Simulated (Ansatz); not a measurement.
Ideal-gas functions of `S[B]Br` radical at 298.15 K and 1 bar, from an Ansatz frequency run at PBE0-D4/def2-TZVP.

Molar mass 123.79 g/mol, point group Cs (symmetry number 1), electronic degeneracy 2, moments of inertia 7.703, 253.698, 261.401 u Å². Harmonic wavenumbers (cm⁻¹, unscaled): 201, 411, 573, 851, 979, 2688.

Use S(trans) = R[1.5 ln M + 2.5 ln T − 1.1517]; rotational temperatures θ = 24.2544 K / I; S(rot) = R[ln(√π/σ · √(T³/θAθBθC)) + 1.5]; for each mode x = 1.438777 ν̃/T, S = R[x/(eˣ − 1) − ln(1 − e⁻ˣ)] and H = RT x/(eˣ − 1); 1 cm⁻¹ = 0.0119627 kJ/mol; R = 8.31446 J/(mol·K).

Task: By hand: the entropy, in J/(mol·K).

Result: Translation 169.0. Rotation: θ = 3.1487, 0.0956, 0.0928 K, giving 103.2. Vibration, mode by mode: 8.89, 3.86, 2.09, 0.71, 0.43, 0.00, in all 16.0. Electronic 5.8. Sum 294.0 J/(mol·K).

Task: By hand: H − E and G − E in kJ/mol, counted from the electronic energy.

Result: Zero-point energy ½ × 5703 × 0.0119627 = 34.1; thermal vibration 3.0; translation, rotation and pV give 4 RT = 9.9. H − E = 47.0 kJ/mol, and G − E = 47.0 − 298.15 × 294.0/1000 = -40.7 kJ/mol.

Vibration gives 5 % of the entropy. The sum counts one conformer and one mirror image; others add a mixing term.
